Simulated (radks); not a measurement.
Results of a calculation; reference values are marked as such.
Spherical quantum dot in the effective-mass picture: electrons in a parabolic well V = omega^2 r^2 / 2 with omega = 0.0704, with a point charge +2 (a donor) at the centre, all in effective atomic units (hartree* = m*/eps^2 hartree, bohr* = eps/m* bohr), one dielectric constant everywhere. Level of theory: non-relativistic Kohn-Sham, LDA (Slater exchange, Perdew-Wang correlation), spin-polarised, spherical densities (a radial shooting solver with Libxc functionals). Levels are named by radial order and angular momentum (1s, 1p, 1d, 2s, ...), and open shells are averaged over m. Each electron was tried in the lowest free levels, single moves between levels near the top were tried too, and the lowest total energy was kept; such a search can miss a lower state. At N = 1 the Hartree and exchange-correlation terms need not cancel, so that row can carry a self-interaction error.

\begin{tabular}{lrrrrrr}
N & open shells & 2S & E (hartree*) & addition energy mu(N+1) - mu(N) (hartree*) & e(HOMO) (hartree*) & rms radius (bohr*) \\ \hline
1 & 1s(up 1, down 0) & 1 & -1.93978 & 1.051 & -1.5079 & 0.8925 \\
2 & none & 0 & -2.82812 & 1.021 & -0.56397 & 1.127 \\
3 & 2s(up 1, down 0) & 1 & -2.69590 & 0.1396 & 0.19284 & 3.323 \\
4 & none & 0 & -2.42406 & 0.1443 & 0.33054 & 4.405 \\
5 & 1p(up 1, down 0) & 1 & -2.00794 & 0.1066 & 0.47051 & 5.273 \\
6 & 1p(up 2, down 0) & 2 & -1.48520 & 0.1004 & 0.57392 & 5.976 \\
7 & 1p(up 3, down 0) & 3 & -0.862052 & 0.1104 & 0.67149 & 6.575 \\
8 & 1p(up 3, down 1) & 2 & -0.128498 & 0.08647 & 0.77716 & 7.126 \\
9 & 1p(up 3, down 2) & 1 & 0.691526 & 0.08407 & 0.86248 & 7.609 \\
10 & none & 0 & 1.59562 & 0.1092 & 0.94528 & 8.044 \\
11 & 1d(up 1, down 0) & 1 & 2.60895 & 0.07585 & 1.0515 & 8.479 \\
12 & 1d(up 2, down 0) & 2 & 3.69813 & 0.07426 & 1.1266 & 8.871 \\
13 & 1d(up 3, down 0) & 3 & 4.86158 & 0.07269 & 1.2000 & 9.229 \\
14 & 1d(up 4, down 0) & 4 & 6.09771 & 0.07118 & 1.2720 & 9.560 \\
15 & 1d(up 5, down 0) & 5 & 7.40503 & 0.08130 & 1.3424 & 9.870 \\
16 & 1d(up 5, down 1) & 4 & 8.79364 & 0.06696 & 1.4223 & 10.17 \\
17 & 1d(up 5, down 2) & 3 & 10.2492 & 0.06598 & 1.4887 & 10.45 \\
18 & 1d(up 5, down 3) & 2 & 11.7708 & 0.06498 & 1.5542 & 10.71 \\
19 & 1d(up 5, down 4) & 1 & 13.3573 & 0.06400 & 1.6187 & 10.96 \\
20 & none & 0 & 15.0078 & 0.08496 & 1.6822 & 11.20 \\
21 & 1f(up 1, down 0) & 1 & 16.7434 & 0.06081 & 1.7660 & 11.45 \\
22 & 1f(up 2, down 0) & 2 & 18.5397 & 0.06005 & 1.8265 & 11.68 \\
23 & 1f(up 3, down 0) & 3 & 20.3960 & 0.05932 & 1.8861 & 11.90 \\
24 & 1f(up 4, down 0) & 4 & 22.3117 & 0.05860 & 1.9451 & 12.11 \\
25 & 1f(up 5, down 0) & 5 & 24.2860 & 0.05791 & 2.0034 & 12.32 \\
26 & 1f(up 6, down 0) & 6 & 26.3182 & 0.05724 & 2.0609 & 12.52 \\
27 & 1f(up 7, down 0) & 7 & 28.4076 & 0.06636 & 2.1178 & 12.71 \\
28 & 1f(up 7, down 1) & 6 & 30.5634 & 0.05533 & 2.1836 & 12.90 \\
29 & 1f(up 7, down 2) & 5 & 32.7746 & 0.05481 & 2.2386 & 13.08 \\
30 & 1f(up 7, down 3) & 4 & 35.0405 & 0.05430 & 2.2932 & 13.26 \\
31 & 1f(up 7, down 4) & 3 & 37.3608 & - & 2.3472 & 13.43 \\
\end{tabular}

All shells are closed at N = 2, 4, 10, 20 (there: 1s2 1p6 1d10 2s2); the second difference of the energy has clear peaks (12 % above both neighbours; the first and last values, which can be the largest, are not judged, and half-filled shells can peak too) at N = 10, 15, 20, 27.
